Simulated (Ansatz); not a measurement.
`[NH]=[V]([F])([Cl])[Cl]` + NH₃ → `[NH]=[V]([NH2])([Cl])[Cl]` + H–F at 700 K and 1 bar (ligand exchange at a V–F bond).

Calculated with Ansatz (gas phase, PBE0-D4/def2-TZVP geometries, no zero-point term in ΔE). CBS: MP2 limit from def2 TZ/QZ plus the TZ coupled-cluster correction, frozen cores. This one scheme is used for every species. For V outer-core shells are correlated without core-valence functions, which leaves a few kJ/mol of doubt a bond. Scalar relativity is left out up to krypton. Each species was taken in one conformer, which may not be the lowest.

```
                    species  CCSD(T)/CBS energy (Eh)  H − E (kJ/mol)  S (J/(mol·K))
  `[NH]=[V]([F])([Cl])[Cl]`              -2018.25295           114.7          443.3
                        NH₃                -56.50880           116.9          226.5
`[NH]=[V]([NH2])([Cl])[Cl]`              -1974.35455           187.2          470.3
                        H–F               -100.39570            45.2          198.5
```

H − E and S are ideal-gas, rigid-rotor, harmonic terms from PBE0-D4/def2-TZVP, for one conformer and one mirror image of each species. 1 Eh = 2625.50 kJ/mol, R = 8.31446 J/(mol·K).

Problem. By hand: ΔE, ΔH, ΔS and ΔG.

Solution. ΔE = (-1974.35455) + (-100.39570) − (-2018.25295) − (-56.50880) = 0.01150 Eh = 30.2 kJ/mol. Δ(H − E) = 187.2 + 45.2 − 114.7 − 116.9 = 0.8, so ΔH = 31.0 kJ/mol. ΔS = 470.3 + 198.5 − 443.3 − 226.5 = -1.0 J/(mol·K). ΔG = 31.0 − 700 × (-1.0)/1000 = 31.7 kJ/mol.

Problem. By hand: the equilibrium constant, and the temperature at which ΔG would vanish if ΔH and ΔS stayed fixed.

Solution. log₁₀ K = −ΔG/(RT ln 10) = -2.4. ΔH and −TΔS have one sign here, so there is no such temperature.

The number of gas molecules stays the same, so ΔS is small and ΔH decides. A doubt of 5 kJ/mol in ΔE shifts log₁₀ K by 0.4 here. Other conformers and mirror images would add mixing entropy, several J/(mol·K) or more a flexible species. These are equilibria of isolated gas molecules and say nothing of rates. Largest T1 diagnostic: 0.031 (customary marks: 0.02 for closed shells, 0.045 for open ones).

ΔS is within the doubt of such terms, so its sign, and with it that verdict, could turn.
